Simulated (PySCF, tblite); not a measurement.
Isomers of C7H13NSi. Level: GFN2-xTB in tblite, geometry and Hessian alike; calculated harmonic values, unscaled, isolated species. The method is semi-empirical: single wavenumbers can be off by several per cent or more. Modes of hydrogen on silicon can be 10 to 20 % off. One conformer each.

Electronic energies: PBE0-D3(BJ)/def2-SVP at its own geometries (PySCF, gas phase).

| SMILES | electronic energy, lowest = 0 (kcal/mol) |
| --- | --- |
| C=C1CC/C1=C\C[SiH2]N | 33.4 |
| CCc1cc(C)n([SiH3])c1 | 0.0 |
| C#C[C@@H]1C[Si@@H](N)C[C@H]1C | 28.5 |
| C=C(C)/C=N\[SiH2]C(=C)C | 43.5 |
| C#C[C@@H]1C[Si@H](N)C[C@@H]1C | 29.1 |

Question: How do GFN2-xTB zero-point energies change the relative energies?

Answer: 
| SMILES | ZPE (kcal/mol) | of it from modes above 1550 cm⁻¹ | electronic (kcal/mol) | with ZPE, lowest = 0 (kcal/mol) | lowest mode (cm⁻¹) | rings |
| --- | --- | --- | --- | --- | --- | --- |
| CCc1cc(C)n([SiH3])c1 | 111.5 | 57.7 | 0.0 | 0.0 | 36 | 1 |
| C#C[C@@H]1C[Si@@H](N)C[C@H]1C | 113.6 | 59.6 | 28.5 | 30.7 | 59 | 1 |
| C#C[C@@H]1C[Si@H](N)C[C@@H]1C | 113.8 | 59.6 | 29.1 | 31.4 | 73 | 1 |
| C=C1CC/C1=C\C[SiH2]N | 111.3 | 60.2 | 33.4 | 33.3 | 43 | 1 |
| C=C(C)/C=N\[SiH2]C(=C)C | 110.1 | 61.3 | 43.5 | 42.1 | 31 | 0 |

The zero-point energies span 3.7 kcal/mol, from `C=C(C)/C=N\[SiH2]C(=C)C` to `C#C[C@@H]1C[Si@H](N)C[C@@H]1C`. The order is unchanged.

Question: And how do the electronic energies of GFN2-xTB itself compare?

Answer: `CCc1cc(C)n([SiH3])c1` 0.0; `C#C[C@@H]1C[Si@@H](N)C[C@H]1C` 58.6; `C#C[C@@H]1C[Si@H](N)C[C@@H]1C` 59.1; `C=C1CC/C1=C\C[SiH2]N` 55.6; `C=C(C)/C=N\[SiH2]C(=C)C` 65.8 kcal/mol, lowest = 0. Against the energies above, taken from the same isomer `CCc1cc(C)n([SiH3])c1`, the largest difference is 30.1 kcal/mol. The two levels were optimised apart and needn't hold the same conformer.

Question: What do entropy and thermal enthalpy add at 298.15 K and 1 bar (rigid rotor, harmonic oscillator, one conformer each)?

Answer: 
| SMILES | point group | symmetry number | S (cal/(mol K)) | H − H(0) (kcal/mol) | ZPE + H − H(0) − TS (kcal/mol) |
| --- | --- | --- | --- | --- | --- |
| CCc1cc(C)n([SiH3])c1 | C1 | 1 | 104.6 | 7.68 | 88.0 |
| C#C[C@@H]1C[Si@@H](N)C[C@H]1C | C1 | 1 | 102.1 | 7.68 | 90.9 |
| C#C[C@@H]1C[Si@H](N)C[C@@H]1C | C1 | 1 | 100.9 | 7.59 | 91.3 |
| C=C1CC/C1=C\C[SiH2]N | C1 | 1 | 105.5 | 7.76 | 87.7 |
| C=C(C)/C=N\[SiH2]C(=C)C | C1 | 1 | 111.2 | 8.39 | 85.3 |
